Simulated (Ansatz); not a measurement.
C$_{4}$H$_{5}$ (SMILES C1[C@-]2C[C@H]12), charge -1, singlet, geometry from GFN2-xTB (a gas-phase anion, which may not be bound at this level); HF/pcseg-1 (Ansatz, a quantum-chemistry and plane-wave program).

Ansatz was given this input:
Ansatz 0.2 input:
```yaml
crystal:
  periodic: [false, false, false]
  atoms:
    - {symbol: C, position_ang: [0.01838829, 1.09261235, 0.31793151]}
    - {symbol: C, position_ang: [0.04322136, -1.09887314, 0.29296768]}
    - {symbol: C, position_ang: [0.86364242, 0.01454600, -0.41782223]}
    - {symbol: C, position_ang: [-0.64697488, -0.00242694, -0.43053395]}
    - {symbol: H, position_ang: [-0.11541859, 1.12684033, 1.41520083]}
    - {symbol: H, position_ang: [-0.00676947, 2.10157076, -0.11435886]}
    - {symbol: H, position_ang: [-0.08949244, -1.16110732, 1.38913817]}
    - {symbol: H, position_ang: [0.04081885, -2.09803459, -0.16219775]}
    - {symbol: H, position_ang: [-1.49880154, -0.00441880, -1.10304047]}
basis:
  gaussian:
    orbitals: pcseg-1.json
    point_charges:
      - {charge: -1.0, position_ang: [-2.6038, 2.7406, 3.7000]}
hamiltonian:
  xc: hf
total_charge: -1
```
The basis file holds pcseg-1 in the JSON format of the Basis Set Exchange.

Problem. Predict the main parts of the log of this Ansatz run.

Solution. 
```
Functional definition: HF
1161 factors; their error is unknown
mean field evaluation 1: about -4190.3251 eV, gradient 2.3e1 eV
mean field evaluation 2: about -4192.0593 eV, gradient 8.1e0 eV
mean field evaluation 4: about -4192.2876 eV, gradient 4.8e-1 eV
mean field evaluation 8: about -4192.3804 eV, gradient 5.1e-1 eV
mean field -4192.38108779 eV, -154.0671632782 hartree, gradient 1.9e-5 eV, S^2 0.000000; 0 other end points of the search recorded, 0 dependent functions left out
reference -4192.38108779 eV, -154.0671632782 hartree; 15, 15 occupied and 66, 66 virtual orbitals, 1161 factors
Total energy: -4192.38108779 eV, -154.0671632782 hartree
```
